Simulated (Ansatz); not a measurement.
Harmonic frequencies (cm⁻¹) at PBE0-D4/def2-TZVP from Ansatz: 28, 113, 121, 458, 472, 538, 569, 573, 665, 1150, 1365, 1442, 1442, 3026, 3072, 3106, 3107, 3147.

(1) Which molecule is it?
A. `F[C](F)C(F)(F)F`•
B. `[CH2][Mg][CH3]`•
C. `C[CH2][Mg]`•
D. `C[SiH]C#N`•

Results:

(1) B.
